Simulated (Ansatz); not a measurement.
Basis-set extrapolation for CH7BFNOSi (PBE0-D4/def2-TZVP geometry, frozen core, Ansatz). Multiplicity 1, RHF reference.

```tsv
	def2-TZVPP	def2-QZVPP
HF	-584.510996	-584.533878
MP2 correlation	-1.110356	-1.197119
CCSD(T) correlation	-1.191971	not run
```

Energies in hartree. Use E(X) = E(∞) + A·exp(−7.88·√X) for Hartree–Fock and E(X) = E(∞) + B·X^(−2.97) for correlation, with X = 3 and 4, and add CCSD(T) minus MP2 of the smaller set to the MP2 limit.

Question: What is the CCSD(T) energy at the basis-set limit?

Answer: HF limit: -584.533878 + (-0.022882) × 0.13774 = -584.53703. MP2 limit: -1.197119 + (-0.086763) × 0.74074 = -1.26139. Higher-order term: -1.191971 − (-1.110356) = -0.08161. Total: -585.88003 hartree, 4.82 eV below CCSD(T)/def2-TZVPP.
